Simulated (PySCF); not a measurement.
SMILES [OH][Al]([OH])[O][GeH3] (H₅AlGeO₃), CAM-B3LYP/def2-SVP optimised geometry.

```
10

Ge    -1.44     1.74     0.00
O     -0.51     0.25     0.00
Al     0.40    -1.17     0.00
O      2.08    -1.17     0.00
O     -0.32    -2.69     0.00
H     -0.55     2.88     0.51
H     -1.91     2.02    -1.43
H     -2.65     1.55     0.94
H      2.65    -0.39     0.00
H     -1.26    -2.88     0.00
```

Density from CAM-B3LYP/def2-TZVP run with PySCF at that geometry.

Minimum of the electron density along straight lines between bonded atoms, close to the bond critical point (lines longer than 1.1 times the sum of covalent radii, or with two minima, are not listed):

| bond | length / Å | ρ at the minimum / e bohr⁻³ | ∇²ρ there / e bohr⁻⁵ | position (fraction from the first atom) |
|---|---|---|---|---|
| Ge1–O2 | 1.752 | [?] | [?] | 0.48 |
| O2–Al3 | 1.682 | 0.109 | 0.83 | 0.57 |
| Al3–O4 | 1.688 | 0.113 | 0.81 | 0.43 |
| Al3–O5 | 1.688 | 0.113 | 0.81 | 0.43 |
| Ge1–H6 | 1.538 | 0.135 | 0.05 | 0.59 |
| Ge1–H7 | 1.537 | 0.135 | 0.05 | 0.59 |
| Ge1–H8 | 1.537 | 0.135 | 0.05 | 0.59 |
| O4–H9 | 0.958 | 0.356 | -2.43 | 0.81 |
| O5–H10 | 0.958 | 0.356 | -2.43 | 0.81 |

Q: What belongs in the gaps?

A: 
- Ge1–O2, ρ at the minimum / e bohr⁻³: 0.146
- Ge1–O2, ∇²ρ there / e bohr⁻⁵: 0.74
